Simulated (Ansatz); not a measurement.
C2H3NTe (`[TeH]C1=NC1`) at its PBE0-D4/def2-TZVP geometry, where that method's forces vanish. Charge 0, multiplicity 1. Te: def2 effective core potential.

```json
{"atom": "Te1", "x (Å)": "1.386", "y (Å)": "1.574", "z (Å)": "1.003"}
{"atom": "C2", "x (Å)": "0.118", "y (Å)": "0.508", "z (Å)": "-0.222"}
{"atom": "N3", "x (Å)": "-0.481", "y (Å)": "0.630", "z (Å)": "-1.314"}
{"atom": "C4", "x (Å)": "-0.660", "y (Å)": "-0.669", "z (Å)": "-0.544"}
{"atom": "H5", "x (Å)": "1.436", "y (Å)": "0.337", "z (Å)": "2.104"}
{"atom": "H6", "x (Å)": "-1.627", "y (Å)": "-0.829", "z (Å)": "-0.075"}
{"atom": "H7", "x (Å)": "-0.173", "y (Å)": "-1.550", "z (Å)": "-0.952"}
```

Task: For each bond, give half the difference of the two atoms' forces along it (eV/Å; positive pushes the atoms apart) under PBE-D4, r2SCAN-D4, B3LYP-D4, ωB97M-V in def2-TZVPP. (Estimate.)

Result: Computed: 
```json
{"bond": "Te1–C2", "length (Å)": "2.060", "PBE-D4": "-0.26", "r2SCAN-D4": "-0.09", "B3LYP-D4": "0.21", "ωB97M-V": "0.04"}
{"bond": "Te1–H5", "length (Å)": "1.656", "PBE-D4": "0.26", "r2SCAN-D4": "0.03", "B3LYP-D4": "0.08", "ωB97M-V": "-0.13"}
{"bond": "C2–N3", "length (Å)": "1.251", "PBE-D4": "1.11", "r2SCAN-D4": "0.47", "B3LYP-D4": "0.01", "ωB97M-V": "-0.15"}
{"bond": "C2–C4", "length (Å)": "1.447", "PBE-D4": "0.40", "r2SCAN-D4": "0.21", "B3LYP-D4": "0.15", "ωB97M-V": "0.20"}
{"bond": "N3–C4", "length (Å)": "1.520", "PBE-D4": "0.71", "r2SCAN-D4": "0.48", "B3LYP-D4": "0.38", "ωB97M-V": "0.15"}
{"bond": "C4–H6", "length (Å)": "1.086", "PBE-D4": "0.00", "r2SCAN-D4": "-0.10", "B3LYP-D4": "-0.15", "ωB97M-V": "-0.14"}
{"bond": "C4–H7", "length (Å)": "1.086", "PBE-D4": "0.00", "r2SCAN-D4": "-0.10", "B3LYP-D4": "-0.15", "ωB97M-V": "-0.14"}
```

B3LYP here is the variant with VWN-RPA as its local correlation; programs differ in this.
